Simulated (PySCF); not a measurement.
Two species compared at the same levels of theory.

First species: C₇H₅FO₂.
Atom-mapped SMILES: `[O:1]=[C:2]([F:3])[c:4]1[cH:5][cH:6][c:7]([OH:8])[cH:9][cH:10]1` (hydrogens: H11 on C5; H12 on C6; H13 on O8; H14 on C9; H15 on C10)

Second species: HgBr2 (singlet state).
SMILES: `[Br][Hg][Br]`

Levels: CAM-B3LYP/def2-SVPD for dipole moment, HOMO energy, LUMO energy, HOMO–LUMO gap and static isotropic polarisability; TDDFT CAM-B3LYP/def2-SVPD for lowest singlet excitation; TDA CAM-B3LYP/def2-SVPD for lowest triplet excitation (Tamm–Dancoff); ΔSCF CAM-B3LYP/def2-SVPD for vertical ionisation energy; PBE0-D3(BJ)/def2-SVP for smallest rotational constant. Geometries: PBE0-D3(BJ)/def2-SVP. All species are isolated and taken at one optimised geometry (atoms past krypton carry core potentials, spin–orbit coupling is left out); the electronic structure was computed with PySCF and density fitting.

The conformers computed, where there is a choice (atom-mapped SMILES and torsion angles):
- `[O:1]=[C:2]([F:3])[c:4]1[cH:5][cH:6][c:7]([OH:8])[cH:9][cH:10]1`: O1–C2–C4–C5 180°, H–O8–C7–C6 180°

Values for the first species:

| Quantity | Value |
| --- | --- |
| Dipole moment | 4.41 D |
| HOMO energy | -8.52 eV |
| LUMO energy | -0.68 eV |
| HOMO–LUMO gap | 7.84 eV |
| Lowest singlet excitation | 5.08 eV |
| Lowest triplet excitation (Tamm–Dancoff) | 3.59 eV |
| Static isotropic polarisability | 90.1 au |
| Vertical ionisation energy | 9.22 eV |
| Smallest rotational constant | 0.651 GHz |

Estimate the same properties for the second species, and the change in each.

| property | first | second | second less first |
| --- | --- | --- | --- |
| dipole moment | 4.41 D | 0.00 D | -4.41 D |
| HOMO energy | -8.52 eV | -9.73 eV | -1.21 eV |
| LUMO energy | -0.68 eV | -1.79 eV | -1.11 eV |
| HOMO–LUMO gap | 7.84 eV | 7.94 eV | +0.10 eV |
| lowest singlet excitation | 5.08 eV | 4.53 eV | -0.55 eV |
| lowest triplet excitation (Tamm–Dancoff) | 3.59 eV | 4.12 eV | +0.53 eV |
| static isotropic polarisability | 90.1 au | 78.9 au | -11.2 au |
| vertical ionisation energy | 9.22 eV | 10.75 eV | +1.53 eV |
| smallest rotational constant | 0.651 GHz | 0.549 GHz | -0.102 GHz |

On the first: S1 lies 2.76 eV below the HOMO–LUMO gap; its leading configuration is HOMO→LUMO+1, weight 0.54, beside HOMO−1→LUMO, weight 0.44. The polarisability is 13.35 Å³ as a volume (1 au = 0.148185 Å³), or 1.25 au for each of the 72 electrons.

On the second: S1 lies 3.41 eV below the HOMO–LUMO gap. No computed singlet falls in the visible range (750 to 380 nm, 1.65 to 3.26 eV); S1 lies 1.27 eV above its blue end. Atoms past krypton carry effective core potentials; spin–orbit coupling is left out.
